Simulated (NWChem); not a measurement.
System: TiH2O3; SMILES [O]=[Ti]([OH])[OH]

Here is an NWChem input.

```
start job
memory heap 200 mb stack 900 mb global 1100 mb
geometry units angstroms noautosym nocenter noautoz
  Ti     0.105124    -0.099045     0.000000
  O      1.692875     0.039849     0.000000
  O     -0.751281     0.061706    -1.589616
  H     -0.413587     0.211804    -2.477036
  O     -0.751281     0.061706     1.589616
  H     -0.413587     0.211804     2.477036
end
basis spherical
  * library pcsseg-1
end
dft
  xc xpbe96 cpbe96
  iterations 150
end
property
  shielding 4 1 2 3 4
end
task dft property
```

Geometry: optimised at PBE0/def2-SVP.

GIAO values for the isolated, static molecule; σ is the absolute isotropic shielding, δ = σ(reference) − σ with the isolated reference molecule computed at the same levels (1H: tetramethylsilane, 17O: water).

Atoms are numbered as in the input.

What results follow from this input? (PBE/pcSseg-1, GIAO.) Quantities: σ Ti1 (ppm); δ O2 (ppm); δ O3 (ppm); δ H4 (ppm).


```
Quantity     Result
-----------  ------
σ Ti1 (ppm)  -404.7
δ O2 (ppm)   1101.5
δ O3 (ppm)    370.5
δ H4 (ppm)    11.03
```
